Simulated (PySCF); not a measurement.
C2H9ClOSi2, SMILES CCO[SiH2][SiH2]Cl. Atoms are numbered in the order given.

```xyz
15

C      0.6317     4.0248     0.0000
C     -0.4690     2.9818     0.0000
O      0.1121     1.6859     0.0000
Si    -0.7482     0.2541     0.0000
Si     0.8503    -1.4555     0.0000
Cl    -0.2349    -3.2480     0.0000
H      1.2677     3.9114    -0.8914
H      0.2047     5.0402     0.0000
H      1.2677     3.9114     0.8914
H     -1.1162     3.1066    -0.8902
H     -1.1162     3.1066     0.8902
H     -1.6238     0.1448    -1.2083
H     -1.6238     0.1448     1.2083
H      1.7153    -1.4282     1.2120
H      1.7153    -1.4282    -1.2120
```
Charge 0, spin multiplicity 1.

Geometry optimised at B3LYP-D3(BJ)/def2-SVP. The structure was generated by enumeration, and PubChem lists no compound with its InChIKey, so it may never have been made. Other conformers were not sampled.

The numbers are results of SMD-ωB97X/def2-SVP (PySCF), not measurements.

Solvation free energies are E(SMD) − E(gas) at the gas-phase geometry, for 1 M in both phases. In vacuum the dipole moment is 2.44 D.

Computed solvation free energies in water, diethylether, acetonitrile:
| solvent | ΔG(solv) (kcal/mol) | its non-electrostatic (CDS) part | dipole (D) |
|---|---|---|---|
| water | 0.8 | 4.2 | 2.93 |
| diethylether | -4.1 | -2.5 | 2.80 |
| acetonitrile | -3.3 | -1.0 | 2.94 |
